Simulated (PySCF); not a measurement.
These are TPSSh-D3(BJ)/def2-TZVP // B3LYP-D3(BJ)/def2-TZVP (PySCF 2.14.0) values and carry that method's errors. Gas-phase values, no solvent. One relaxed conformer stands for a flexible species; it need not be the lowest. Delta-SCF ions had no search for a lower state. Excitations are Tamm–Dancoff values on a coarser integration grid. The basis has no diffuse functions, so Rydberg states are missing or too high.

Reference species (SMILES): `[SiH3]B([SiH3])S` (Si–B–S–H torsion 1°) (neutral, multiplicity 1).

```
Quantity                                   Value
--------------------------------------  --------
S1 excitation (TDA)                      4.13 eV
HOMO                                    -7.25 eV
vertical ionisation energy (Delta-SCF)   9.49 eV
```

Changed species: `[SiH3]B([SiH3])[SiH3]` (0 of 3 SiH3 replaced by SH; the reference has 1 of 3 SiH3 replaced by SH).

Q: Predict the effect on the S1 excitation (TDA), HOMO and vertical ionisation energy (Delta-SCF).

A: the S1 excitation (TDA) falls by 0.81 eV, to 3.32 eV; the HOMO drops by 0.17 eV, to -7.42 eV; the vertical ionisation energy (Delta-SCF) rises by 0.09 eV, to 9.58 eV.
